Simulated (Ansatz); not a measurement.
def2 core potentials replace the inner electrons of Sb.

C₃H₇O₂Sb, SMILES `[OH][Sb]([OH])[CH2]C=C` (charge 0, multiplicity 1)

Method: PBE-D3(BJ)/def2-TZVP // B3LYP-D3(BJ)/def2-SVP (Ansatz, a first-principles code).

- HOMO = -5.69 eV
- dipole moment = 0.80 D
- LUMO = -1.80 eV
- HOMO–LUMO gap = 3.90 eV
- vertical ionisation energy (Delta-SCF) = 8.30 eV
- total energy = -509.0503 Ha

```xyz
13

C      2.4505    -0.3782     0.3099
C      1.1393    -0.6536     0.3154
C      0.0568     0.2913     0.7004
Sb    -0.9815     0.9881    -1.1146
O     -1.6198    -0.9015    -1.3720
O     -2.6014     1.7232    -0.2001
H      2.8353     0.5893     0.6499
H      3.1855    -1.1143    -0.0254
H      0.7972    -1.6317    -0.0428
H     -0.7387    -0.1954     1.2868
H      0.4253     1.1763     1.2416
H     -2.0309    -1.0151    -2.2407
H     -2.9175     1.1215     0.4915
```
Charge 0, spin multiplicity 1.
